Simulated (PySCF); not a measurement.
**CdN: a base run and its variants**

Base input, run as `OMP_NUM_THREADS=1 python input.py` with PySCF 2.14:

```python
from pyscf import gto, dft

mol = gto.M(
    atom='Cd 0 0 0; N 0 0 2.363',
    basis='def2-svp',
    ecp={'Cd': 'def2-svp'},
    charge=0,
    spin=3,
    verbose=4,
)
mf = dft.UKS(mol, xc='olyp')
mf.kernel()
mf.stability(internal=True, external=True)
mf.dip_moment()
print('orbital energies (hartree):', [e[max(0, n-3):n+3].round(4) for e, n in zip(mf.mo_energy, mol.nelec)])
```

Base result: E(SCF) = -222.477824 Eh, 14 cycles, ⟨S²⟩ = 3.763, μz(SCF) = -0.90 D, internal stable; real -> complex stable. The bond length is a typed value, not an optimised one. No search for the lowest solution was made.

Hardware: Intel Xeon Platinum 8375C @ 2.90GHz, 1 thread, shared host. Wall time 26 s, peak memory 0.25 GiB.

Each row names what differs from the base; energies in brackets are changes from the base.

| change | result | wall time (s) |
| --- | --- | --- |
| basis set: def2-svp → lanl2dz [with its own core potential] | not converged: SCF after 50 cycles | 20 |
| functional: olyp → wb97x | E(SCF) = -222.291108 Eh, 13 cycles, ⟨S²⟩ = 3.775, μz(SCF) = -0.50 D, internal stable; real -> complex stable | 18 |
| smearing width (hartree): none → 0.2; step after the SCF: stability → none [unsound on purpose] [smearing does not keep the typed spin] | E(SCF) = -221.048641 Eh (+38.8900 eV), 15 cycles, μz(SCF) = 2.48 D | 4.8 |
| step after the SCF: stability → mp2; SCF type: UKS → UHF; functional: olyp → none (Hartree–Fock); frozen orbitals: default → 1 | E(SCF) = -221.160233 Eh, 13 cycles, E(MP2) − E(SCF) = -0.44398 Eh, ⟨S²⟩ = 3.831, μz(SCF) = 0.34 D | 1.3 |
| damping: none → 0.95 [unsound on purpose] [may be another electronic state] | not converged: SCF after 50 cycles | 32 |
| step after the SCF: stability → casscf; SCF type: UKS → ROHF; functional: olyp → none (Hartree–Fock); active space: default → 5 electrons in 6 orbitals | not converged: SCF after 50 cycles | 2.5 |
| Cartesian functions: off → on | E(SCF) = -222.481172 Eh (-0.0911 eV), 13 cycles, ⟨S²⟩ = 3.763, μz(SCF) = -0.87 D, internal stable; real -> complex stable | 27 |
| electric field along z (a.u.): none → 0.2 [unsound on purpose] [may be another electronic state] | not converged: SCF after 17 cycles (it failed the final check cycle) | 9.8 |
